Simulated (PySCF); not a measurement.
CAM-B3LYP on Tc⁻ (technetium, charge -1), [Kr] 4d6 5s2, high-spin 5D determinant. Calculation: PySCF 2.14, in def2-QZVPPD with the def2 core potential (28 electrons) (7s5p4d4f2g, 88 functions); scalar relativity through the core potential.

```
cycle= 1 E= -80.6780730795462  delta_E= -0.0126  |g|= 0.0263  |ddm|= 1.01
cycle= 2 E= -80.6792489693803  delta_E= -0.00118  |g|= 0.00908  |ddm|= 0.402
cycle= 3 E= -80.6794260573653  delta_E= -0.000177  |g|= 0.0079  |ddm|= 0.137
cycle= 4 E= -80.6794854404401  delta_E= -5.94e-05  |g|= 0.00133  |ddm|= 0.0828
cycle= 5 E= -80.6794943471668  delta_E= -8.91e-06  |g|= 0.000381  |ddm|= 0.0426
cycle= 6 E= -80.6794953270971  delta_E= -9.8e-07  |g|= 9.71e-05  |ddm|= 0.0145
cycle= 7 E= -80.6794953913692  delta_E= -6.43e-08  |g|= 3.54e-05  |ddm|= 0.00208
cycle= 8 E= -80.679495404217  delta_E= -1.28e-08  |g|= 1.23e-05  |ddm|= 0.000381
cycle= 9 E= -80.6794954050361  delta_E= -8.19e-10  |g|= 2.71e-06  |ddm|= 0.000142
converged SCF energy = -80.6794954050361  <S^2> = 6.0237178  2S+1 = 5.0094781
```

Highest occupied orbital energy: 0.096 eV; ⟨L²⟩ = 6.03; populations by l: s 4.00, p 6.00, d 6.00, f 0.00.

**Question.** Can this result be used?

**Answer.** With care. Self-consistency was reached. Energies and moments cover only the electrons outside the core potential. At CAM-B3LYP the highest occupied level has a positive energy, so only the finite basis holds that electron.
